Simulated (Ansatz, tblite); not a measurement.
Cost and result up the ladder for Cd7H20S7 (34 atoms). Charge 0, multiplicity 1. Geometry: PBE-D4/def2-SVP.

Cartesian coordinates in Å:
```
Cd 3.8942 2.5288 -2.6226
S 2.7770 3.1447 0.3547
S 1.6749 0.5215 -1.9920
Cd 2.5908 -1.3228 -0.4169
Cd 0.7934 2.3327 2.3834
S 1.6037 -0.0950 1.8658
S 0.2997 -2.8004 -0.1301
Cd 0.1387 -2.3025 2.4962
Cd -0.6089 1.6970 -2.3150
S -0.8827 2.2582 0.3859
S -2.2559 -0.3901 -1.6405
Cd -2.3728 -2.7911 -0.4378
Cd -3.2367 0.8867 0.4984
S -2.2230 -1.2305 1.8023
H 5.1493 1.5384 -2.0527
H 2.8428 3.6773 -3.3003
H 3.9156 3.2714 1.0941
H 2.5994 4.4950 0.2886
H 1.6717 -0.2041 -3.1448
H 4.0645 -2.1532 -0.2929
H 0.8967 3.3122 3.7599
H 2.6059 -0.2461 2.7756
H 0.6810 -4.1077 -0.1144
H 0.9785 -6.1652 1.6705
H 0.9022 -5.6142 2.2018
H 0.4405 -3.2343 3.8808
H -1.2144 2.8248 -3.4273
H -1.3789 3.5264 0.4035
H -3.3241 -0.3287 -2.4830
H -5.9691 0.3909 -2.4396
H -3.3825 -4.0986 -0.8118
H -4.7190 1.6410 0.8304
H -5.7931 0.7040 -1.7592
H -3.1594 -1.6663 2.6890
```

Ansatz on 2 threads of AMD EPYC 7R13 on a shared host and a share (18 GiB) of an NVIDIA H100 80GB HBM3; xTB runs through tblite on one thread. Times are rough, summed over both states, and most runs start from the orbitals of an earlier one. B2PLYP/def2-TZVP serves as the yardstick here, not as an exact answer. The other state is a doublet.

In the def2 sets Cd takes a core potential; there is no spin–orbit coupling. The xTB rows come from tblite. Correlated methods freeze 35 core orbitals; core or outer-core shells of Cd are correlated, in sets that lack core-valence functions. Single mean-field runs in def2-TZVP are fitted with def2-universal-jkfit. In the singlet geometry the species has come apart into loosely held pieces. In the singlet, H24 and H25 lie 0.77 Å apart, H30 and H33 lie 0.77 Å apart (atoms count from 1), so H2 has formed as a molecule. In the doublet geometry the species has come apart into loosely held pieces.

Run but left out: PBE-D4/def2-TZVP (charge +1 doublet: an occupied level 0.16 eV above an empty one).

Correlated methods converge slowly with the basis.

Raw xTB energies of ions are shifted by several eV.

```
            level  functions  vertical IE (eV)  difference from B2PLYP/def2-TZVP (eV)
         GFN1-xTB        131             11.42                                   2.81
PBE0-D4/def2-TZVP        659              8.44                                  -0.16
         GFN2-xTB        111             12.02                                   3.41
 B2PLYP/def2-TZVP        659              8.61                                   0.00
```

**Question.** Estimate how long each takes.

**Answer.** GFN2-xTB 0.19 s; GFN1-xTB 0.21 s; PBE0-D4/def2-TZVP 31 s; B2PLYP/def2-TZVP 45 s. On shared hardware such times vary by a factor of up to 3.
